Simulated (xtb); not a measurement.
xtb input (GFN2-xTB):

```bash
xtb mol.xyz --gfn 2 --sp --chrg -1 --uhf 0
```
mol.xyz:
```
13

B     -0.49634865    -0.03266068     0.10490528
C     -0.83699600     1.36673724     0.33542698
C     -1.53339238    -1.26072044     0.19477491
O      0.82042722    -0.51703578    -0.23706640
C      1.84646061     0.41551190    -0.35747618
H     -0.14306984     2.20440862     0.27706773
H     -1.85187282     1.66948912     0.59112618
H     -2.54252948    -0.92425858     0.45297736
H     -1.22601331    -1.99879536     0.94894269
H     -1.59880289    -1.80873672    -0.75570138
H      1.63619623     1.16341269    -1.13803124
H      2.01156191     0.97204068     0.57839250
H      2.77642232    -0.10714306    -0.61912325
```

End of the output:

```
         :::::::::::::::::::::::::::::::::::::::::::::::::::::
         ::                     SUMMARY                     ::
         :::::::::::::::::::::::::::::::::::::::::::::::::::::
         :: total energy             -15.955192930522 Eh    ::
         :: gradient norm              0.043950649547 Eh/a0 ::
         :: HOMO-LUMO gap              5.212650943603 eV    ::
         ::.................................................::
         :: SCC energy               -16.135761533192 Eh    ::
         :: -> isotropic ES            0.178586768906 Eh    ::
         :: -> anisotropic ES          0.019196053076 Eh    ::
         :: -> anisotropic XC          0.001331627219 Eh    ::
         :: -> dispersion             -0.007412825943 Eh    ::
         :: repulsion energy           0.180568602670 Eh    ::
         :: add. restraining           0.000000000000 Eh    ::
         :: total charge              -1.000000000000 e     ::
         :::::::::::::::::::::::::::::::::::::::::::::::::::::

           -------------------------------------------------
          |                Property Printout                |
           -------------------------------------------------

    * Orbital Energies and Occupations

         #    Occupation            Energy/Eh            Energy/eV
      -------------------------------------------------------------
         1        2.0000           -0.4640758             -12.6281
       ...           ...                  ...                  ...
         3        2.0000           -0.3684950             -10.0273
         4        2.0000           -0.3442676              -9.3680
         5        2.0000           -0.3340942              -9.0912
         6        2.0000           -0.3263942              -8.8816
         7        2.0000           -0.2951801              -8.0323
         8        2.0000           -0.2640972              -7.1865
         9        2.0000           -0.2615675              -7.1176
        10        2.0000           -0.2449423              -6.6652
        11        2.0000           -0.2161744              -5.8824
        12        2.0000           -0.2096064              -5.7037
        13        2.0000           -0.1917671              -5.2182
        14        2.0000           -0.1563517              -4.2545
        15        2.0000           -0.0680773              -1.8525 (HOMO)
        16                          0.1234841               3.3602 (LUMO)
        17                          0.2827217               7.6933
        18                          0.3038953               8.2694
        19                          0.3470283               9.4431
        20                          0.3505398               9.5387
        21                          0.3586352               9.7590
        22                          0.3810089              10.3678
        23                          0.4071471              11.0790
        24                          0.4188578              11.3977
        25                          0.4198882              11.4257
        26                          0.5384858              14.6529
       ...                                ...                  ...
        28                          0.8457460              23.0139
      -------------------------------------------------------------
                  HL-Gap            0.1915614 Eh            5.2127 eV
             Fermi-level            0.0277034 Eh            0.7538 eV

     #   Z          covCN         q      C6AA      α(0)
     1   5 B        2.599     0.226    18.540     7.310
     2   6 C        2.756    -0.312    36.729     9.924
     3   6 C        3.665    -0.156    23.826     7.001
     4   8 O        1.634    -0.444    21.740     6.294
     5   6 C        3.637     0.084    19.545     6.360
     6   1 H        0.925    -0.112     5.998     3.830
     7   1 H        0.925    -0.115     6.117     3.868
     8   1 H        0.924    -0.038     3.819     3.056
     9   1 H        0.923    -0.040     3.862     3.073
    10   1 H        0.923    -0.040     3.862     3.073
    11   1 H        0.923    -0.013     3.286     2.835
    12   1 H        0.923    -0.013     3.286     2.835
    13   1 H        0.923    -0.026     3.553     2.948

 Mol. C6AA /au·bohr⁶  :       1643.202679
 Mol. C8AA /au·bohr⁸  :      34943.983744
 Mol. α(0) /au        :         62.405921

Wiberg/Mayer (AO) data.
largest (>0.10) Wiberg bond orders for each atom

 ---------------------------------------------------------------------------
     #   Z sym  total        # sym  WBO       # sym  WBO       # sym  WBO
 ---------------------------------------------------------------------------
     1   5 B    3.515 --     2 C    1.713     3 C    0.912     4 O    0.864
     2   6 C    3.754 --     1 B    1.713     7 H    0.975     6 H    0.973
     3   6 C    3.911 --     8 H    0.992     9 H    0.986    10 H    0.986
                             1 B    0.912
     4   8 O    2.031 --     5 C    1.044     1 B    0.864
     5   6 C    3.988 --     4 O    1.044    13 H    0.979    11 H    0.973
                            12 H    0.973
     6   1 H    0.987 --     2 C    0.973
     7   1 H    0.987 --     2 C    0.975
     8   1 H    0.998 --     3 C    0.992
     9   1 H    0.998 --     3 C    0.986
    10   1 H    0.998 --     3 C    0.986
    11   1 H    1.000 --     5 C    0.973
    12   1 H    1.000 --     5 C    0.973
    13   1 H    0.999 --     5 C    0.979
 ---------------------------------------------------------------------------

Topologies differ in total number of bonds
Writing topology from bond orders to xtbtopo.mol

molecular dipole:
                 x           y           z       tot (Debye)
 q only:        0.947      -0.465      -0.259
   full:        1.055      -0.526      -0.289       3.085
molecular quadrupole (traceless):
                xx          xy          yy          xz          yz          zz
 q only:       -1.648       1.906      -4.413       2.036      -1.655       6.060
  q+dip:       -1.898       2.534      -2.687       1.822      -1.427       4.586
   full:       -1.029       3.028      -3.606       1.698      -1.643       4.635

           -------------------------------------------------
          | TOTAL ENERGY              -15.955192930522 Eh   |
Note: The following floating-point exceptions are signalling: IEEE_UNDERFLOW_FLAG IEEE_DENORMAL
normal termination of xtb
          | GRADIENT NORM               0.043950649547 Eh/α |
          | HOMO-LUMO GAP               5.212650943603 eV   |
           -------------------------------------------------

------------------------------------------------------------------------
------------------------------------------------------------------------
 total:
 SCF:
```

It need not be the lowest isomer of its formula. Whether it binds its extra electron was not tested at this geometry.
